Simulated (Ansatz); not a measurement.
Cost and result for the atomization energy of C6H16O2Si (`CCO[Si](C)(C)OCC`) (25 atoms, 24 bonds).

```xyz
25

C     0.199   -2.509   -2.039
C     0.268   -1.954   -0.637
O     0.951   -0.718   -0.654
Si    0.891    0.375    0.578
C     1.949    1.790    0.007
C     1.440   -0.366    2.189
O    -0.668    0.840    0.839
C    -1.478    1.450   -0.144
C    -2.926    1.359    0.269
H     1.204   -2.645   -2.445
H    -0.311   -3.476   -2.043
H    -0.345   -1.827   -2.696
H    -0.745   -1.825   -0.232
H     0.793   -2.658    0.021
H     1.949    2.601    0.740
H     2.981    1.465   -0.142
H     1.587    2.189   -0.944
H     2.461   -0.749    2.117
H     1.411    0.380    2.987
H     0.785   -1.190    2.483
H    -1.331    0.962   -1.117
H    -1.186    2.502   -0.263
H    -3.234    0.315    0.363
H    -3.568    1.843   -0.472
H    -3.079    1.847    1.233
```

Charge 0, multiplicity 1. The geometry is a stationary point of PBE0-D4/def2-TZVP. It is one conformer, not always the lowest. Program: Ansatz. All runs use 4 threads of an AMD EPYC 7R13 on a shared host and a share of an NVIDIA H100 80 GB. Times are those of one run each, without the atoms' runs, and a repeat can differ threefold. Electronic energies, without spin–orbit coupling; frozen cores. CCSD(T)/CBS adds CCSD(T) − MP2 in def2-TZVPP to the MP2 limit, and its time is that of the two runs behind it. T1 = 0.011.

CCSD(T)/CBS is a level of theory with its own doubt, some kJ/mol a heavy atom from the limit and from the frozen cores, so smaller differences don't rank the functionals.

```csv
level,functions,wall time
revPBE-D4/def2-TZVPP,514,4.5 s
BHLYP-D4/def2-TZVPP,514,5.5 s
PBE-D4/def2-TZVPP (with forces),514,6 s
BLYP-D4/def2-TZVPP,514,6.5 s
r2SCANh-D4/def2-TZVPP,514,6.5 s
CAM-B3LYP-D4/def2-TZVPP,514,6.5 s
CCSD(T)/def2-SVP,210,7 s
PBE0-D4/def2-TZVPP,514,7.5 s
ωB97M-V/def2-TZVPP (with forces),514,9 s
B97M-V/def2-TZVPP,514,11 s
MP2/def2-QZVPP,1006,14 s
CCSD(T)/def2-TZVPP,514,86 s
CCSD(T)/CBS(def2),–,100 s
```

Q: What atomization energy does each give, and how far from CCSD(T)/CBS? (Estimate.)

A: Computed: 
```tsv
level	atomization (kcal/mol)	difference from CCSD(T)/CBS	per bond
revPBE-D4/def2-TZVPP	2361.0	-19.0	-0.8
BHLYP-D4/def2-TZVPP	2323.7	-56.3	-2.3
PBE-D4/def2-TZVPP (with forces)	2413.2	33.2	1.4
BLYP-D4/def2-TZVPP	2366.8	-13.2	-0.6
r2SCANh-D4/def2-TZVPP	2373.2	-6.8	-0.3
CAM-B3LYP-D4/def2-TZVPP	2391.6	11.6	0.5
CCSD(T)/def2-SVP	2266.0	-114.0	-4.7
PBE0-D4/def2-TZVPP	2383.3	3.3	0.1
ωB97M-V/def2-TZVPP (with forces)	2385.4	5.4	0.2
B97M-V/def2-TZVPP	2382.0	2.0	0.1
MP2/def2-QZVPP	2385.9	5.9	0.2
CCSD(T)/def2-TZVPP	2326.0	-54.0	-2.3
CCSD(T)/CBS(def2)	2380.0	0.0	0.0
```

The D4 term adds +21.3 kcal/mol with B3LYP and +11.7 kcal/mol with PBE0; it sums over pairs of atoms, weighted by their polarisabilities, and B3LYP, whose exchange is more repulsive, gets the larger term. At CCSD(T), def2-SVP lies −114.0 kcal/mol from the extrapolated value and def2-TZVPP −54.0 kcal/mol: correlation converges slowly with the basis, and small sets miss more of it in the bonded molecule than in its fragments. From PBE to PBE0 (25 % exact exchange), in def2-TZVPP and without D4, the atomization energy moves by −28.0 kcal/mol: exact exchange takes away binding that semilocal exchange gives to molecules.

B3LYP here is the variant with VWN-RPA as its local correlation; programs differ in this.
